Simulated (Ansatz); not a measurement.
Species: H3BrS3Si, SMILES `S[Si](S)(S)Br` (charge 0, multiplicity 1).

Q: Give a relaxed geometry from B3LYP-D3(BJ)/def2-TZVP run with Ansatz (a first-principles code).

A: This is not unique; one that fits is the end point of this relaxation, one of several conformers (outside a Z-matrix the atoms follow the SMILES, hydrogens last).
Bonds (Å): S1–Si2 2.132, S1–H6 1.346, Si2–S3 2.128, Si2–S4 2.130, Si2–Br5 2.234, S3–H7 1.346, S4–H8 1.346. Bond angles (°): Si2–S1–H6 94.5, S1–Si2–S3 106.3, S1–Si2–S4 115.1, S1–Si2–Br5 110.5, S3–Si2–S4 108.4, S3–Si2–Br5 113.0, S4–Si2–Br5 103.7, Si2–S3–H7 94.5, Si2–S4–H8 93.6.
